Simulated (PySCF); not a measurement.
C4H11B.
SMILES: `BC(C)(C)C`

Method used: PBE0-D3(BJ)/def2-SVP geometry optimisation, gas phase (PySCF).

Take the most abundant isotopes and a rigid rotor. 

Problem. Give the principal moments of inertia and the rotational constants in MHz.

Solution. Ia = 105.04, Ib = 108.60, Ic = 119.69 u·Å²; 505379 MHz·u·Å²/I gives A = 4811, B = 4653, C = 4222 MHz.

Problem. What kind of rotor is it?

Solution. An asymmetric top: κ = (2 × 4653 − 4811 − 4222)/(4811 − 4222) = 0.46.

Problem. Is it planar, by Δ = Ic − Ia − Ib?

Solution. Not planar: Δ = Ic − Ia − Ib = -93.96 u·Å². For a rigid frame Δ = −2 Σ m c², so Σ m c² = 46.98 u·Å² lies off the ab plane: 15.42 from hydrogen and 31.56 from heavier atoms. The atom farthest from that plane is 2.09 Å away.

Problem. Give the other two planar moments, Paa and Pbb, and the rms extents of the mass along the axes.

Solution. Paa = Σ m a² = (Ib + Ic − Ia)/2 = 61.62 and Pbb = Σ m b² = (Ia + Ic − Ib)/2 = 58.07 u·Å². With the mass M = 70.10 u, the rms extents √(P/M) along a, b and c are 0.94, 0.91, 0.82 Å.

Problem. Predict some low-J microwave lines.

Solution. The dipole components are |μa| = 0.33 D, |μb| = 0.00 D, |μc| = 0.61 D; the mirror of this Cs structure is the ac plane, so μb vanishes by symmetry and there are no b-type lines. The squared components, which scale the intensities, stand as 0.30 : 1.00 (a : c). Some of the stronger lines:

```
type  branch         J(Ka,Kc)    MHz  lower level (cm⁻¹)
   a       Q  2(2,0) ← 2(2,1)    309               0.938
   a       Q  1(1,0) ← 1(1,1)    431               0.301
   a       Q  4(3,1) ← 4(3,2)    828               3.090
   c       Q  3(3,1) ← 3(2,1)    941               1.862
   c       Q  4(4,1) ← 4(3,1)   1541               3.118
   a       Q  4(2,2) ← 4(2,3)   2205               3.001
   a       Q  3(1,2) ← 3(1,3)   2401               1.740
   a       R  2(1,2) ← 1(1,1)  17321               0.301
   a       R  2(0,2) ← 1(0,1)  17442               0.296
   a       R  2(1,1) ← 1(1,0)  18183               0.316
   c       R  2(1,1) ← 1(0,1)  18771               0.296
   c       R  2(2,0) ← 1(1,0)  18965               0.316
   c       R  2(2,1) ← 1(1,1)  19087               0.301
   a       R  3(0,3) ← 2(0,2)  25854               0.878
   a       R  3(1,2) ← 2(1,1)  26931               0.922
   c       R  3(2,1) ← 2(1,1)  28183               0.922
   c       R  3(1,2) ← 2(0,2)  28261               0.878
   c       R  3(2,2) ← 2(1,2)  28394               0.879
   a       R  4(2,3) ← 3(2,2)  35229               1.826
   a       R  4(1,3) ← 3(1,2)  35362               1.821
   c       R  4(2,2) ← 3(1,2)  37603               1.821
   c       R  4(3,1) ← 3(2,1)  37632               1.862
   c       R  4(1,3) ← 3(0,3)  37769               1.740
   c       R  4(2,3) ← 3(1,3)  37799               1.740
   c       R  4(3,2) ← 3(2,2)  37886               1.826
   c       R  4(4,0) ← 3(3,0)  38142               1.900
   c       R  4(4,1) ← 3(3,1)  38232               1.894
```

Stationary, but not proved a minimum. Zero-point vibration and centrifugal distortion are left out. A rigid rotor knows nothing of internal rotation, which can split or shift real lines. Quadrupole hyperfine structure (11B) is left out.

On one thread, Arm Neoverse V1 (aarch64), shared host, this took 34 s of wall time and 0.54 GiB of memory at its peak. These figures are those of the optimisation.
